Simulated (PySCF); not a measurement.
# XPS shifts beside NMR shieldings

Species: C₅H₁₅AlS.
Geometry (PBE0-D3(BJ)/def2-SVP, Å), atoms numbered from 1 in this order:
```xyz
22
C5H15AlS angstrom
C     -3.3347    1.0345   -0.2194
C     -2.2306    0.1188   -0.7224
C     -0.9974    0.1349    0.1730
C      0.0978   -0.7783   -0.3492
S      1.5432   -0.7449    0.7550
C      2.6652   -1.8462   -0.1322
Al     2.5753    1.4138    0.1358
H     -2.9898    2.0789   -0.1609
H     -3.6701    0.7406    0.7879
H     -4.2117    1.0093   -0.8833
H     -1.9379    0.4157   -1.7445
H     -2.6108   -0.9150   -0.8024
H     -0.6094    1.1651    0.2502
H     -1.2747   -0.1696    1.1970
H      0.4362   -0.4647   -1.3499
H     -0.2453   -1.8244   -0.4008
H      2.8281   -1.4786   -1.1555
H      2.2525   -2.8643   -0.1429
H      3.6175   -1.8379    0.4139
H      1.6337    2.4553    0.9062
H      4.0451    1.1190    0.7055
H      2.3529    1.2410   -1.4510
```

Binding energies: PySCF 2.14.0, delta-SCF UKS SCAN, pcX-2 on the ionised atom, pcseg-1 elsewhere, spin-free X2C. Shieldings: GIAO HF/pcSseg-1, non-relativistic, same geometry.

```
atom  C 1s (eV)
  C1     290.77
  C2     290.86
  C3     290.92
  C4     291.60
  C6     291.78
```

Q: What are the absolute isotropic shieldings of these atoms?

A: 
```json
{"atom": "C1", "environment": "methyl carbon", "C 1s (eV)": "290.77", "isotropic shielding (ppm)": "175.1"}
{"atom": "C2", "environment": "chain CH2 carbon", "C 1s (eV)": "290.86", "isotropic shielding (ppm)": "167.3"}
{"atom": "C3", "environment": "chain CH2 carbon", "C 1s (eV)": "290.92", "isotropic shielding (ppm)": "163.0"}
{"atom": "C4", "environment": "sp3 carbon bound to sulfur", "C 1s (eV)": "291.60", "isotropic shielding (ppm)": "152.9"}
{"atom": "C6", "environment": "S-methyl carbon", "C 1s (eV)": "291.78", "isotropic shielding (ppm)": "171.4"}
```

Q: Among the listed atoms, is the one with the highest binding energy also the least shielded?

A: No. The highest binding energy is at C6 (291.78 eV, shielding 171.4 ppm), the lowest shielding at C4 (152.9 ppm, 291.60 eV).

By binding energy: C1 < C2 < C3 < C4 < C6. By shielding: C4 < C3 < C2 < C6 < C1.

Isolated species at its PBE0-D3(BJ)/def2-SVP geometry (one conformer only).
